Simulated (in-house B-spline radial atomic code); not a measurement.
Configurations of Al6+, with energies counted from [He] 2s2 2p3. All numbers are computed (non-relativistic TPSSh, spin-polarised, spherical fractional occupations, exact exchange averaged over the configuration; point nucleus) with a B-spline radial code for spherical atoms, not measured. Shells without spins written out take the highest spin.

```tsv
configuration	E - E(ref) (eV)	highest orbital	its <r> (bohr)
[He] 2s1 2p4	35.326	2p down	0.5247
[He] 2s2 2p2 3d1	164.04	3d up	1.363
[He] 2s1 2p3 3p1	168.07	3p up	1.466
```

**Question.** Order these further configurations by energy, lowest first.
A. [He] 2s2 2p2 3s1
B. [He] 2s1 2p3 3s1
C. [He] 2s1 2p3 3d1

**Answer.** A (143.5 eV), B (158.79 eV), C (179.03 eV).
